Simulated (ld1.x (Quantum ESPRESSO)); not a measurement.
## An all-electron radial function and its pseudo partner (arsenic)

Columns: radius, all-electron u(r) and pseudo u(r) of the 4s shell (level -18.74 eV) of arsenic in the configuration [Ar] 3d10 4s2 4p2.5; PBE, scalar-relativistic, TM semilocal scheme, ld1.x (Quantum ESPRESSO) 7.5.

```tsv
r (bohr)	all-electron	pseudo
0.088	-0.1425	-0.0215
0.175	-0.1915	-0.0438
0.262	0.0708	-0.0682
0.350	0.2988	-0.0964
0.438	0.3822	-0.1292
0.525	0.3399	-0.1676
0.612	0.2200	-0.2132
0.700	0.0618	-0.2674
0.788	-0.1049	-0.3299
0.875	-0.2610	-0.3991
0.962	-0.3994	-0.4733
1.050	-0.5175	-0.5497
1.138	-0.6130	-0.6227
1.225	-0.6859	-0.6864
1.312	-0.7395	-0.7379
1.400	-0.7765	-0.7754
1.487	-0.7983	-0.7979
1.575	-0.8077	-0.8077
1.662	-0.8065	-0.8065
1.750	-0.7967	-0.7967
1.838	-0.7798	-0.7798
1.925	-0.7577	-0.7577
2.012	-0.7315	-0.7315
2.100	-0.7019	-0.7019
2.188	-0.6701	-0.6701
2.275	-0.6373	-0.6373
```

How many radial nodes do the two functions have?

The all-electron 4s function has n − l − 1 = 3 (the table is too coarse to show those close to the nucleus); the pseudo-wave has 0, since the states of the same l below it are removed with the core.

At about which radius was the pseudo-wave matched?

1.70 bohr. The columns agree to 0.0005 from 1.49 bohr on; several derivatives are matched, so the curves merge somewhat inside the radius.

Where does each function peak?

Outermost all-electron maximum near 1.57 bohr, pseudo maximum near 1.57 bohr (to the table’s step).

Is the pseudo-wave norm-conserving?

Yes: the TM semilocal scheme keeps the norm inside the radius equal to the all-electron one, which fixes the energy derivative of the logarithmic derivative at the level.
